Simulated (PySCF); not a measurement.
CH2F3Ga, SMILES F[C](F)(F)[GaH2]. Atoms are numbered in the order given.

```xyz
7

Ga     1.1962    -0.0137     0.0000
C     -0.8260    -0.0108     0.0000
F     -1.3629    -0.6063    -1.0773
F     -1.3629    -0.6063     1.0773
F     -1.2688     1.2652     0.0000
H      1.9133     0.0072     1.3880
H      1.9133     0.0072    -1.3880
```
Charge 0, spin multiplicity 1.

The structure is a stationary point at PBE0-D3(BJ)/def2-SVP. The structure was generated by enumeration; whether it is a known compound was not checked.

Method: PBE0-D3(BJ)/def2-SVP (PySCF).

Frequencies are harmonic and unscaled.

Computed vibrational spectrum:
| mode | ν (cm⁻¹) | IR (km/mol) | moving atoms (share of kinetic energy) |
|---|---|---|---|
| 1 | 21 | 0.2 | H 94 % |
| 2 | 156 | 3.0 | F 78 %, C 11 % |
| 3 | 192 | 1.5 | F 73 %, H 15 % |
| 4 | 298 | 21.1 | F 49 %, Ga 47 % |
| 5 | 452 | 44.3 | H 64 %, F 31 % |
| 6 | 517 | 13.5 | F 87 % |
| 7 | 546 | 14.4 | F 71 %, H 19 % |
| 8 | 614 | 112.2 | H 84 %, F 9 % |
| 9 | 732 | 73.9 | H 52 %, F 42 % |
| 10 | 742 | 98.1 | H 46 %, F 45 %, C 9 % |
| 11 | 1140 | 228.1 | C 71 %, F 29 % |
| 12 | 1173 | 198.7 | C 72 %, F 27 % |
| 13 | 1223 | 208.5 | C 75 %, F 24 % |
| 14 | 2008 | 65.2 | H 99 % |
| 15 | 2022 | 215.4 | H 98 % |
